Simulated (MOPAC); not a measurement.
MOPAC input (PM7):

```
PM7 PRECISE GNORM=0.05 LET XYZ GEO-OK AUX(PRECISION=9) THREADS=1
Cl2Mg

Mg    0.00000000 1    0.00000000 1    0.00000000 1
Cl   -0.00000000 1   -0.00000000 1   -2.17569806 1
Cl    0.00000000 1    0.00000000 1    2.17569806 1
```

From the last part of the output:

```
                                                       MOPAC v23.2.5 Linux

          FINAL HEAT OF FORMATION =        -82.25770 KCAL/MOL =    -344.16621 KJ/MOL

          COSMO AREA              =        105.78 SQUARE ANGSTROMS
          COSMO VOLUME            =         87.48 CUBIC ANGSTROMS

          GRADIENT NORM           =          0.02687          =       0.01551 PER ATOM
          IONIZATION POTENTIAL    =         11.366406 EV
          HOMO LUMO ENERGIES (EV) =        -11.366 -0.118
          NO. OF FILLED LEVELS    =          8
          MOLECULAR WEIGHT        =         95.2110         POINT GROUP:  D*h

          MOLECULAR DIMENSIONS (Angstroms)

            Atom       Atom       Distance
           Cl     3   Cl     2     4.25843
           Mg     1   Cl     2     0.00000
           Mg     1   Cl     3     0.00000

          SCF CALCULATIONS        =          5

   ATOM   CHEMICAL          X               Y               Z
  NUMBER   SYMBOL      (ANGSTROMS)     (ANGSTROMS)     (ANGSTROMS)

     1      Mg         -0.00000000  *  -0.00000000  *   0.00000008  *
     2      Cl          0.00000000  *   0.00000000  *  -2.12921346  *
     3      Cl          0.00000000  *   0.00000000  *   2.12921339  *

                             CARTESIAN COORDINATES

   1   Mg       -0.000000001    -0.000000001     0.000000085
   2   Cl        0.000000000     0.000000000    -2.129213456
   3   Cl        0.000000000     0.000000000     2.129213386

           Empirical Formula: Mg Cl2  =     3 atoms

      MOLECULAR POINT GROUP   :   D*h

                  EIGENVALUES
 -26.30430 -25.37387 -13.39538 -12.37593 -11.51092 -11.51092 -11.36641 -11.36641
  -0.11830  -0.11830   0.48593   1.67720  71.74303  71.97605  71.97605  72.45208
  72.71617  72.71617  73.11282  73.11282  73.30957  73.30957

              NET ATOMIC CHARGES AND DIPOLE CONTRIBUTIONS

  ATOM NO.   TYPE          CHARGE      No. of ELECS.   s-Pop       p-Pop       d-Pop
    1         Mg           1.003767        0.9962     0.59110     0.40513
    2         Cl          -0.501884        7.5019     1.98098     5.51993     0.00098
    3         Cl          -0.501884        7.5019     1.98098     5.51993     0.00098
 DIPOLE           X         Y         Z       TOTAL
 POINT-CHG.    -0.000    -0.000     0.000     0.000
 HYBRID        -0.000    -0.000    -0.000     0.000
 SUM           -0.000    -0.000     0.000     0.000

          ATOMIC ORBITAL ELECTRON POPULATIONS

     Atom    s        px        py        pz      x^2-y^2     xz        z^2       yz        xy
    1 Mg   0.59110   0.03427   0.03427   0.33658
    2 Cl   1.98098   1.98279   1.98279   1.55435   0.00000   0.00008   0.00083   0.00008   0.00000
    3 Cl   1.98098   1.98279   1.98279   1.55435   0.00000   0.00008   0.00083   0.00008   0.00000

 **********************
 *                    *
 * JOB ENDED NORMALLY *
 *                    *
 **********************

 == MOPAC DONE ==
```
